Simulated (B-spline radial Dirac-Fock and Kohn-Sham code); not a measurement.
**Total conversion coefficients of Yb against transition energy**

The computed values come from a radial atomic solver: a Dirac-Hartree-Slater potential of the neutral atom with a Latter tail (no hole, which puts coefficients of high multipoles low close above an edge), finite nucleus with surface currents. Subshells within 1 keV of threshold and pair formation are left out.

```csv
energy (keV),E3,E4,M2,M3,M4,M5
14.6,5.53e+06,5.18e+08,53900,1.94e+07,2.68e+09,2.34e+11
18.2,1.46e+06,1.10e+08,18900,4.57e+06,4.87e+08,3.45e+10
18.8,1.21e+06,8.77e+07,16200,3.70e+06,3.80e+08,2.61e+10
20,831000,5.71e+07,12100,2.47e+06,2.37e+08,1.54e+10
21.6,523000,3.35e+07,8390,1.50e+06,1.32e+08,7.97e+09
22.9,369000,2.24e+07,6380,1.03e+06,8.44e+07,4.85e+09
26.6,150000,8.03e+06,3170,395000,2.73e+07,1.37e+09
26.8,144000,7.63e+06,3060,376000,2.58e+07,1.29e+09
47.4,4840,160000,226,11000,397000,1.19e+07
50,3540,112000,178,7960,272000,7.72e+06
54.2,2200,64900,125,4920,153000,4.05e+06
69.7,506,12100,125,1370,27100,558000
79.6,236,4990,75.0,718,11300,200000
100,65.4,1110,31.6,246,2730,36500
126,18.7,251,13.4,86.4,711,7060
200,1.87,14.8,2.56,11.8,60.8,353
208,1.56,11.8,2.23,10.1,49.9,279
214,1.37,10.0,2.02,8.94,43.3,235
410,0.102,0.372,0.237,0.706,2.13,6.70
500,0.0533,0.165,0.129,0.346,0.927,2.55
645,0.0251,0.0652,0.0608,0.145,0.338,0.798
951,0.00921,0.0196,0.0206,0.0421,0.0826,0.161
1000,0.00817,0.0170,0.0180,0.0361,0.0696,0.133
1080,0.00683,0.0138,0.0146,0.0287,0.0538,0.0995
1540,0.00313,0.00563,0.00587,0.0105,0.0176,0.0288
2000,0.00182,0.00307,0.00309,0.00526,0.00830,0.0126
```

**Question.** How fast do they fall between 1080 and 2000 keV?

**Answer.** As powers of the energy: E3 E^-2.14, E4 E^-2.44, M2 E^-2.53, M3 E^-2.76, M4 E^-3.04, M5 E^-3.35. Within one type (E or M) the higher multipoles fall faster.
